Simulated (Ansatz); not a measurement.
Gas-phase electronic energies from Ansatz, PBE0-D4/def2-TZVP geometries. CBS: MP2 limit from def2 TZ/QZ plus the TZ coupled-cluster correction, frozen cores. This one scheme is used for every species. Functionals use def2-TZVPP. Each species was taken in one conformer, which may not be the lowest.

Consider the ligand exchange at the Al–O bond: `[OH][Al]([F])[SiH3]` + H₂S → `[F][Al]([SiH3])[SH]` + H₂O.

| level | ΔE (eV) |
| --- | --- |
| B97M-V | 0.27 |
| PBE0 | 0.20 |
| BHLYP | 0.35 |
| RPA@PBE/def2-TZVPP | 0.32 |

Question: What does CCSD(T)/CBS give? (An estimate is asked.)

Answer: Ansatz gave: +0.25 eV. The listed levels differ from it by 0.02, -0.05, 0.10, 0.07 eV.

Largest T1 diagnostic among the species: 0.013.

In def2-TZVPP, CCSD(T) changes the Hartree–Fock value by −0.07 eV (the triples alone add −0.02 eV) and MP2 by −0.08 eV. At CCSD(T), def2-SVP lies +0.10 eV from the extrapolated value and def2-TZVPP +0.04 eV. Leaving LDA and LC-ωPBE aside and taking each functional with its dispersion term where it has one, the values, not all of them listed here, spread over 0.19 eV, from HSE06-D4 to CAM-B3LYP-D4.
